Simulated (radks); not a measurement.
The numbers below are computed, except where a source is named.
Coulomb parameter of the 4d shell of the rhodium ion Rh+ in the model configuration [Kr] 4d6.5 5p1.5, as a second difference U = [E(n + 0.25) + E(n - 0.25) - 2 E(n)] / (0.25)^2 with all orbitals relaxed. "Bare": the charge of the atom changes with n. "Screened": the 5p shell takes up the change at fixed total charge, which measures U(4d,4d) + U(5p,5p) - 2 U(4d,5p). Code: a radial shooting solver on a logarithmic mesh with Libxc functionals. Model: Dirac Kohn-Sham, BLYP, spin-unpolarised, spherical densities, finite nucleus; open shells are shared between the two j in proportion to 2j + 1; Fermi nuclear charge, rms radius 4.4945 fm.

case                 configuration  E - E(n) (eV)
start             [Kr] 4d6.5 5p1.5          0.000
bare +0.25       [Kr] 4d6.75 5p1.5         -4.657
bare -0.25       [Kr] 4d6.25 5p1.5          5.394
screened +0.25  [Kr] 4d6.75 5p1.25         -2.781
screened -0.25  [Kr] 4d6.25 5p1.75          2.975

U(bare) = 11.794 eV, U(screened by 5p) = 3.109 eV.
